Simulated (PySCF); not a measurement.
**A ladder of Hamiltonians for Kr³⁰⁺ (krypton, charge +30)**

Occupied: 1s1/2, 2s1/2, 2p1/2. Hartree-Fock calculated with PySCF 2.14 in an uncontracted even-tempered set (16 s from 3.5 bohr⁻², ratio 2.7; 12 p from 4.2 bohr⁻², ratio 2.7), Gaussian nucleus throughout. NR is non-relativistic, sf-X2C the spin-free one-electron X2C Hamiltonian, X2C adds the bare one-electron spin-orbit term, X2C-SNSO screens it by Boettger's factors, DC is four-component Dirac-Coulomb, and the Gaunt and Breit terms are added at first order (total energies over the DC spinors, levels after relaxing the spinors in that mean field). QED terms are absent. Levels marked empty are virtual spinors of this ion.

| Hamiltonian | E (hartree) |
| --- | --- |
| X2C | -1862.8526 |
| X2C-SNSO | -1862.6652 |
| DC | -1863.0726 |
| DC+Gaunt | -1862.0375 |
| DC+Breit | -1862.0904 |

| level (eV) | X2C | X2C-SNSO | DC | DC+Gaunt | DC+Breit |
| --- | --- | --- | --- | --- | --- |
| 1s1/2 | -16494.0 | -16494.4 | -16501.2 | -16480.4 | -16481.0 |
| 2s1/2 | -3689.0 | -3689.2 | -3689.9 | -3688.0 | -3688.2 |
| 2p1/2 | -3593.1 | -3590.6 | -3591.2 | -3587.1 | -3587.7 |
| 2p3/2 (empty) | -3377.3 | -3378.6 | -3378.6 | -3376.6 | -3377.1 |
| 3s1/2 (empty) | -1493.6 | -1493.6 | -1493.8 | -1493.3 | -1493.4 |

How large are the two-electron picture-change error of X2C and the Breit correction in the total energy?

X2C-1e lies 0.2200 hartree above Dirac-Coulomb; Gaunt adds 1.0351 and the full Breit term 0.9821 hartree.

Weight of the small component: 1s1/2 0.0172, 2s1/2 0.00382, 2p1/2 0.00380, 2p3/2 0.00365, 3s1/2 0.00152.

Koopmans' value for the highest occupied level at DC+Breit: 3587.7 eV, against an ionisation energy of 3584 ± 4 eV (semi-empirical (NIST evaluation); NIST Atomic Spectra Database, ionization energies); the former lacks relaxation, correlation, QED and recoil.

The whole ladder took 110 s of wall time on 1 thread of Intel(R) Xeon(R) Platinum 8259CL CPU @ 2.50GHz (shared host), launched as `OMP_NUM_THREADS=1 python relrun2.py TASK.json OUT` (a driver that calls PySCF for each Hamiltonian).
